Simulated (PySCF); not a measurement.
## Selenium: a sound run and one with changed settings

Sound run: Se [Ar] 3d10 4s2 4p4, Se⁺ [Ar] 3d10 4s2 4p3. Computed with PySCF 2.14 in cc-pVDZ-DK (5s4p2d, 27 functions), with scalar relativity by spin-free X2C-1e. The sound run starts from symmetry-adapted Hartree-Fock orbitals and uses a fine grid where one is needed.

Changed run: 14 angular points. This setting is unsound on purpose.

```csv
species,method,sound run (hartree),changed run (hartree),converged
Se,UHF,-2427.95937,-2427.95937,yes
Se,BP86,-2430.03043,-2430.03018,yes
Se,PBE0,-2429.42619,-2429.42601,yes
Se⁺,UHF,-2427.64684,-2427.64684,yes
Se⁺,BP86,-2429.67100,-2429.67100,yes
Se⁺,PBE0,-2429.07433,-2429.07433,yes
```

Ionisation energy of Se:

```
method  sound run (eV)  changed run (eV)
   UHF           8.504             8.504
  BP86           9.781             9.774
  PBE0           9.574             9.570
```

A coarse angular grid integrates products of high-l functions wrongly, so density functionals can shift, and the SCF can exploit the error; Hartree-Fock and MP2 need no grid.

For comparison, NIST gives 9.752 eV between the lowest levels.
